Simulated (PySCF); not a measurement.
Isomers of C3H8OSSi, one conformer each. Computed with core-valence-separated Tamm–Dancoff BHandHLYP/aug-pcX-1 (pcseg-1 on H, def2-SVPD on Si, def2-SVPD on S) in PySCF, non-relativistic, gas phase, PBE0-D3(BJ)/def2-SVP geometry. BHandHLYP without relativity tends to put these K edges a few eV too low, so spacings mean more than positions.

P. `CS[SiH2]OC=C`
Q. `CC(=S)CO[SiH3]`

Main lines, eV (oscillator strength):
1. C K: 282.0 (0.079), 286.6 (0.070), 287.0 (0.034), 288.1 (0.021), 288.3 (0.041); O K: 532.7 (0.009), 534.0 (0.009), 534.4 (0.013), 534.5 (0.006), 534.8 (0.026)
2. C K: 283.0 (0.053), 284.4 (0.073), 285.2 (0.043), 285.5 (0.009), 285.8 (0.024); O K: 533.2 (0.012), 533.4 (0.014), 534.5 (0.005), 534.8 (0.004), 535.3 (0.003)
Listed: the first five lines at most of each edge with a tenth or more of its strongest line's intensity; roots within 0.03 eV on the same or equivalent atoms are summed. Only the lowest roots were sought, and the top ones are left out.

Question: Which spectrum belongs to which isomer?

Answer: 1 = Q, 2 = P.
- P: first C line listed at 283.0 eV, hole on the terminal =CH2 carbon (1s→π*); first O line listed at 533.2 eV, hole on the silyl ether oxygen.
- Q: first C line listed at 282.0 eV, hole on the thiocarbonyl carbon (1s→π*); first O line listed at 532.7 eV, hole on the silyl ether oxygen.

Question: What are the ground-state energies of the isomers at BHandHLYP/aug-pcX-1 (pcseg-1 on H, def2-SVPD on Si, def2-SVPD on S), relative to the lowest?

Answer: P 0.0, Q 71.0 kJ/mol (electronic energies on these geometries, no dispersion or zero-point terms).
